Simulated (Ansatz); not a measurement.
`NC[SiH2][SiH2]Cl` + `[NH2][AlH2]` → `NC[SiH2][NH][AlH2]` + `[SiH3]Cl`  (cleavage of the Si–Si bond)

Program: Ansatz. Geometries: PBE0-D4/def2-TZVP. ΔE: electronic, gas phase. CCSD(T)/CBS adds triple-zeta CCSD(T) − MP2 to the extrapolated MP2 energy (def2 sets, frozen cores). This one scheme is used for every species. Functionals use def2-TZVPP. B3LYP here is the variant with VWN-RPA as its local correlation; programs differ in this. Each species was taken in one conformer, which may not be the lowest.

Q: Is it downhill or uphill in electronic energy at CCSD(T)/CBS, and by how much? (An estimate is asked.)

A: Computed: Downhill: ΔE = -13.5 kcal/mol.

Q: What do these levels give: PBE-D4, r2SCAN-D4, PBE0-D4, B3LYP-D4, ωB97X-V, ωB97M-V, r2SCAN, PBE0, HF/def2-TZVPP, MP2/def2-TZVPP, SCS-MP2/def2-QZVPP, CCSD/CBS(def2)? (Best estimate.)

A: The calculation gave: PBE-D4 -8.3, r2SCAN-D4 -11.9, PBE0-D4 -10.0, B3LYP-D4 -12.6, ωB97X-V -12.8, ωB97M-V -14.1, r2SCAN -11.9, PBE0 -10.2, HF/def2-TZVPP -17.5, MP2/def2-TZVPP -15.5, SCS-MP2/def2-QZVPP -15.9, CCSD/CBS(def2) -14.0 kcal/mol.

Largest T1 diagnostic among the species: 0.011.

From PBE to PBE0 (25 % exact exchange), in def2-TZVPP and without D4, ΔE moves by −1.7 kcal/mol. In def2-TZVPP, CCSD(T) changes the Hartree–Fock value by +3.5 kcal/mol (the triples alone add +0.5 kcal/mol) and MP2 by +2.1 kcal/mol.
